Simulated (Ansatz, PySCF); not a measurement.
YCl₂, SMILES [Cl][Y][Cl] (connectivity only; charge and spin as stated), neutral, multiplicity 2. Atoms are numbered in the order given.

```xyz
3

Y      0.0000     0.0000     0.4360
Cl     0.0000    -2.1429    -0.6871
Cl     0.0000     2.1429    -0.6871
```
Charge 0, spin multiplicity 2.

Coordinates come from a PBE0-D3(BJ)/def2-TZVP optimisation. The spin state was assumed, not searched. The isomer is the one that the SMILES or the coordinates give; other isomers of the formula were not compared. The def2 effective core potentials stand for the cores of Y; spin–orbit coupling is left out.

Two levels are set side by side: PBE-D3(BJ)/def2-TZVP (Ansatz, a first-principles code) and PBE0-D3(BJ)/def2-TZVP (Ansatz). Each level has its own optimised geometry; the coordinates shown are those of the second. Frequencies come from the Hessian of PySCF at each geometry. Differences are taken from unrounded values.

```tsv
quantity	PBE0-D3(BJ)
mean bond length (Å)	2.419
bond Y1–Cl2 (Å)	2.419
bond Y1–Cl3 (Å)	2.419
highest harmonic wavenumber (cm⁻¹)	377
mean harmonic wavenumber (cm⁻¹)	264
zero-point energy (kcal/mol)	1.13
```

Problem. What does PBE-D3(BJ) give, and how far is it from PBE0-D3(BJ)? (An estimate is asked for; the answer gives what the named calculation found.)

Solution. 
```json
[
 {"quantity": "mean bond length (Å)", "PBE-D3(BJ)": "2.423", "PBE-D3(BJ) minus PBE0-D3(BJ)": "0.003"},
 {"quantity": "bond Y1–Cl2 (Å)", "PBE-D3(BJ)": "2.423", "PBE-D3(BJ) minus PBE0-D3(BJ)": "0.003"},
 {"quantity": "bond Y1–Cl3 (Å)", "PBE-D3(BJ)": "2.423", "PBE-D3(BJ) minus PBE0-D3(BJ)": "0.003"},
 {"quantity": "highest harmonic wavenumber (cm⁻¹)", "PBE-D3(BJ)": "369", "PBE-D3(BJ) minus PBE0-D3(BJ)": "-8"},
 {"quantity": "mean harmonic wavenumber (cm⁻¹)", "PBE-D3(BJ)": "260", "PBE-D3(BJ) minus PBE0-D3(BJ)": "-3"},
 {"quantity": "zero-point energy (kcal/mol)", "PBE-D3(BJ)": "1.12", "PBE-D3(BJ) minus PBE0-D3(BJ)": "-0.01"}
]
```
